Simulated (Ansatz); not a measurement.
The pair A = HCl (SMILES Cl) (first 2 atoms), B = C3H6 (SMILES C=CC); geometry from B3LYP-D3(BJ)/def2-TZVP.
(charge 0, multiplicity 1):
| atom | x (Å) | y (Å) | z (Å) |
|---|---|---|---|
| Cl | 0.2408 | 0.2111 | 0.5384 |
| H | 0.5492 | 0.0915 | 1.7929 |
| C | 1.1270 | -0.5192 | 3.9529 |
| C | 0.2181 | 0.4404 | 4.1068 |
| C | -1.2614 | 0.2336 | 4.1087 |
| H | 0.8386 | -1.5570 | 3.8274 |
| H | 2.1875 | -0.3028 | 3.9625 |
| H | 0.5584 | 1.4648 | 4.2346 |
| H | -1.7335 | 0.8074 | 3.3065 |
| H | -1.5200 | -0.8174 | 3.9765 |
| H | -1.6993 | 0.5835 | 5.0474 |

Cores are frozen in the correlated methods. MP2 and its Hartree–Fock in aug-cc-pV(T+d)Z are density fitted.

Run with Ansatz (an electronic-structure program). 

The counterpoise-corrected interaction energy is E(AB) − E(A in the pair's basis) − E(B in the pair's basis). Total energies (hartree):

| level | AB | A in the pair's basis | B in the pair's basis |
|---|---|---|---|
| HF/aug-cc-pV(D+d)Z | -577.1825688 | -460.0945731 | -117.0870576 |
| MP2/aug-cc-pV(D+d)Z | -577.7848911 | -460.2581630 | -117.5207414 |
| HF/aug-cc-pV(T+d)Z | -577.2264600 | -460.1081085 | -117.1174646 |
| MP2/aug-cc-pV(T+d)Z | -577.9580976 | -460.3168760 | -117.6342515 |
| CCSD(T)/aug-cc-pV(D+d)Z | -577.8640034 | -460.2807963 | -117.5786230 |

Problem. Work out the counterpoise-corrected interaction energy at the basis-set limit: extrapolate the MP2 correlation part as X⁻³, take Hartree–Fock from the larger set, and add the CCSD(T) − MP2 difference of aug-cc-pV(D+d)Z.

Solution. 
1. Differences (1 hartree = 627.509 kcal/mol): HF/aug-cc-pV(D+d)Z -0.589; MP2/aug-cc-pV(D+d)Z -3.757; HF/aug-cc-pV(T+d)Z -0.557; MP2/aug-cc-pV(T+d)Z -4.374; CCSD(T)/aug-cc-pV(D+d)Z -2.877.
2. Correlation parts, MP2 less HF: -3.168 in aug-cc-pV(D+d)Z (X = 2), -3.817 in aug-cc-pV(T+d)Z (X = 3).
3. Limit (3³·(-3.817) − 2³·(-3.168))/(3³ − 2³) = -4.091; with HF/aug-cc-pV(T+d)Z it gives -4.647.
4. CCSD(T) less MP2 in aug-cc-pV(D+d)Z: 0.880.
Result: -3.77 kcal/mol, against -3.76 at MP2/aug-cc-pV(D+d)Z. It is an estimate of this method's limit, not of the exact value.
